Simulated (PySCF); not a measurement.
**Electron correlation in Xe⁺ (xenon, charge +1)**

[Kr] 4d10 5s2 5p5, 2P determinant. All numbers are calculated (PySCF 2.14, scalar relativity by spin-free X2C-1e, in aug-cc-pVTZ-DK3). Frozen: [Kr] 4d10; 7 electrons correlated.

| level | correlation energy (mhartree) |
| --- | --- |
| CCSD | -136.64 |
| (T) | -3.86 |
| CCSD(T) | -140.50 |

Diagnostics: T1 = 0.0061, D1 = 0.0194, largest double amplitude 0.036.

Problem. Is a single reference adequate?

Solution. Yes, within this model without spin-orbit coupling: T1 lies below 0.03 and no double amplitude reaches 0.07.
